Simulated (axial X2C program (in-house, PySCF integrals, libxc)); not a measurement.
**Levels of SnTe⁻ by electron attachment to SnTe (EOM-EA-CCSD)**

Calculated with an in-house all-electron X2C program for linear molecules (integrals from PySCF): two-component X2C with atomic mean-field Coulomb and Gaunt terms, Gaussian nuclei, basis Te dyall-acv3z, Sn dyall-acv3z with contracted cores.

R = 2.529 Å (near the PBE0 minimum at charge 0 of the determinant lowest at the starting distance; the state shown can have its own minimum elsewhere).

Levels of SnTe⁻ obtained by attaching an electron to SnTe:

```tsv
Ω	binding energy (eV)	above lowest (cm⁻¹)	attached spinor	one-particle weight
1/2	0.954	0	60% Sn pπ, 13% Te dπ, 11% Te pπ	0.94
3/2	0.710	1964	58% Sn pπ, 13% Te dπ, 12% Sn dπ	0.94
1/2	-0.519	11878	71% Sn pσ, 17% Sn sσ, 6% Te pσ	0.98
1/2	-0.674	13127	63% Sn sσ, 11% Sn pσ, 8% Sn dσ	0.98
1/2	-0.896	14917	92% Sn pπ	0.99
3/2	-0.920	15116	93% Sn pπ	0.99
1/2	-1.579	20433	71% Te pσ, 10% Sn pσ, 9% Te dσ	0.98
```

Q: Take the first Ω = 1/2 and Ω = 3/2 rows of π character: how far apart are they, and which lies lower?

A: E(3/2) − E(1/2) = 1964 − 0 = 1964 cm⁻¹ at EOM-EA-CCSD: regular, Ω = 1/2 lower. Splittings at this level can be off by ten to twenty per cent.

Negative binding energies belong to unbound states, resonances or levels that the basis set holds; within some tenths of an eV of zero the sign is not settled.

This point took 19 s on 1 thread of Arm Neoverse N1 (shared host).

Reference electrons by ω block (each with its −ω partner): 1/2: 32, 3/2: 15, 5/2: 4. 10 electrons of SnTe correlated (inner shells frozen), 92 natural virtual spinors (a truncated set); levels can be off by some tenths of an eV. Roots sought by Ω: (1/2: 5, 3/2: 4, 5/2: 2, 7/2: 1); rows need 60 % one-particle weight and stop where some Ω has no more roots. Missing are any skipped roots, higher Ω and states of a further excitation; these come out far too high here and may in truth be low or lowest. T1 of the reference 0.030 (Lee–Taylor). Number of frozen shells: Te 4 s, 3 p, 2 d; Sn 4 s, 3 p, 2 d. Large amplitudes in the reference (orbital relaxation or multireference character) lower the reliability.
